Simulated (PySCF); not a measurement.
## Field gradients at the hydrogen positions

C₈H₁₁OP.
SMILES with atom numbers: `[CH2:1]=[CH:2][c:3]1[cH:4][c:5]([CH3:6])[pH:7][c:8]1[O:9][CH3:10]` (hydrogens: H11, H12 on C1; H13 on C2; H14 on C4; H15, H16, H17 on C6; H18 on P7; H19, H20, H21 on C10)

Cartesian coordinates in Å at the GFN2-xTB level; atoms count from 1:
```
atom  x, y, z in Å
C1    -1.1203    3.1217   -0.1113
C2    -0.0868    2.2990    0.0394
C3    -0.1514    0.8580    0.1388
C4    -1.3632    0.0709    0.0879
C5    -1.2049   -1.2636    0.1636
C6    -2.2869   -2.2930    0.1405
P7     0.5373   -1.6881    0.4666
C8     0.9648    0.0746    0.2546
O9     2.2188    0.5749    0.3407
C10    3.2563   -0.3693    0.3375
H11   -0.9813    4.1870   -0.1769
H12   -2.1365    2.7726   -0.1754
H13    0.9165    2.7004    0.0985
H14   -2.3268    0.5385   -0.0320
H15   -2.0587   -3.0802   -0.5774
H16   -2.3914   -2.7596    1.1200
H17   -3.2369   -1.8365   -0.1288
H18    0.8341   -2.0681   -0.8485
H19    4.1836    0.1857    0.4691
H20    3.2890   -0.9198   -0.6108
H21    3.1358   -1.0880    1.1582
```

Level: PBE0/pcSseg-1 (PySCF, non-relativistic); Q(2H) = 0.00286 b; rigid geometry, the same for H and D, with no vibrational averaging.

Question: Rank these positions by the coupling χzz of a deuteron there, largest first.
A. H12 (vinylic hydrogen)
B. H18 (hydrogen on phosphorus)
C. H13 (vinylic hydrogen)
D. H14 (hydrogen on carbon)
E. H16 (methyl hydrogen)
F. H21 (methyl hydrogen)

Answer: A (229 kHz), D (224 kHz), C (214 kHz), E (208 kHz), F (190 kHz), B (134 kHz).

Question: What are Vzz, η and χzz (234.96 MHz × Q × Vzz) at all hydrogens?

Answer: 
```
atom  bonded to  bond length (Å)  Vzz (au)     η  χzz (kHz)
 H11         C1            1.076    0.3398  0.06        228
 H12         C1            1.076    0.3404  0.07        229
 H13         C2            1.082    0.3189  0.06        214
 H14         C4            1.078    0.3340  0.06        224
 H15         C6            1.090    0.3110  0.03        209
 H16         C6            1.090    0.3097  0.02        208
 H17         C6            1.088    0.3140  0.03        211
 H18         P7            1.401    0.1991  0.09        134
 H19        C10            1.089    0.3043  0.08        204
 H20        C10            1.097    0.2871  0.08        193
 H21        C10            1.098    0.2826  0.09        190
```

Question: Average by the element that carries the hydrogen.

Answer: on C: 211 kHz over 10 positions, mean bond length 1.086 Å; on P: 134 kHz over 1 position, mean bond length 1.401 Å.

Question: How does χzz go with the bond length over the 10 C–H bonds?

Answer: A straight-line fit has a slope of -16.8 kHz for each 0.01 Å, with a correlation coefficient of -0.98, over lengths from 1.076 to 1.098 Å. The longer bonds have the smaller couplings here.

One conformer (not necessarily the lowest) at the GFN2-xTB geometry, without solvent, vibrations or thermal averaging. GFN2-xTB bond lengths can be off by several hundredths of an ångström, more for odd bonds, and the gradients follow them. These gradients aren't converged with respect to the basis.
